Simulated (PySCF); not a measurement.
Level of theory: PBE0-D4/def2-TZVP in PySCF. Gas-phase values, no solvent. One relaxed conformer stands for a flexible species; it need not be the lowest. Excitations are Tamm–Dancoff values on a coarser integration grid. The basis has no diffuse functions, so Rydberg states are missing or too high.

Reference species (SMILES): `B/C=C\C` (neutral, multiplicity 1).

The HOMO–LUMO gap is 6.00 eV, the S1 oscillator strength is 0.000 and the LUMO comes out as -1.92 eV. The S1–T1 gap (TDA) comes out as 1.77 eV.

Changed species: `C=CCB`.

Predict the effect on the HOMO–LUMO gap, S1 oscillator strength, LUMO and S1–T1 gap (TDA).

the HOMO–LUMO gap drops by 0.06 eV, to 5.94 eV; the S1 oscillator strength hardly moves; the LUMO rises by 0.61 eV, to -1.31 eV; the S1–T1 gap (TDA) drops by 1.40 eV, to 0.37 eV.
